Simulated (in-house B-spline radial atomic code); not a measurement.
The numbers below are computed, except where a source is named.
Quantum size effects in thin Au films (stabilised jellium)

The positive ions are smeared into a uniform slab; the electrons are solved self-consistently in the LDA (PW92) on a fine grid across the film. Stabilised jellium adds, inside the slab, the constant potential −n de/dn that makes the bulk stable at the metal's density. No lattice, so no dependence on crystal face. Atomic units unless named. The table is for the stabilised model.

Au: 1 valence electron per atom, density 19.3 g/cm³, mass 196.97 u, so r_s = 3.01 bohr.

```csv
thickness (nm),in Fermi wavelengths,filled subbands,work function (eV),surface energy (J/m²)
0.456,0.875,2,3.675,0.371
0.521,1.000,2,3.371,0.357
0.587,1.125,3,3.494,0.397
0.652,1.250,3,3.667,0.396
0.717,1.375,3,3.621,0.374
0.782,1.500,3,3.444,0.367
0.847,1.625,4,3.500,0.392
0.913,1.750,4,3.623,0.390
0.978,1.875,4,3.596,0.376
1.043,2.000,4,3.479,0.372
1.108,2.125,5,3.509,0.389
1.173,2.250,5,3.598,0.387
1.238,2.375,5,3.582,0.377
```

Question: At what steps in thickness do new subbands fill, and why?

Answer: λ_F = 2π/k_F = 9.855 bohr = 0.521 nm. New subbands appear by 1.125, 1.625, 2.125 λ_F, each within the grid step of 1/8 λ_F; the true step is half a wavelength (0.261 nm), since a level crosses E_F each time one more half wave at k_F fits across the film.

Question: How large is the oscillation of the work function here?

Answer: It runs from 3.371 to 3.675 eV over the table, 0.30 eV within the first four rows and 0.12 eV within the last four, about a thick-film value of 3.54 eV. The grid can skip the cusp where a subband opens, so the true swing can be larger; measurement on the bulk metal gives 5.10 to 5.47 eV.

Question: The film of 13.55 bohr has subband bottoms at -8.657, -7.261, -5.086 eV, measured from the vacuum level. Show that these levels and neutrality give the work function in the table.

Answer: Each subband holds (E_F − ε_j)/π electrons per bohr², spin included. Neutrality needs n L = 0.0087541 × 13.55 = 0.11862, and π n L × 27.2114 = 10.140 eV. So E_F = (π n L + Σ ε_j)/3 = (10.140 + (-21.004))/3 = -3.621 eV, and the work function is 3.621 eV.
